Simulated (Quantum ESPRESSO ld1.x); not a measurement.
Task: These are the eigenvalues of the occupied orbitals of an atom or ion with whole-number occupations (hartree). Method: Dirac Kohn-Sham, revPBE, spin-unpolarised, spherical densities, point nucleus; computed with ld1.x of Quantum ESPRESSO 7.5.

1s1/2: -126.991
2s1/2: -21.1490
2p1/2: -19.0313
2p3/2: -18.9350

Which element is it, and in what charge state? The configuration may be excited. Open shells, if any, are shared by 2j + 1.

Result: Z = 18, argon, charge +10: Ar10+ in [He] 2s2 2p4. The list shows which subshells hold electrons but not how many an open one holds; the 1s level, -126.99 hartree, gives Z - s = 15.9 by -(Z - s)^2/2, which with screening and relativity narrows Z to a few neighbours, and the depths of the outer levels then fix element, charge and occupations together.
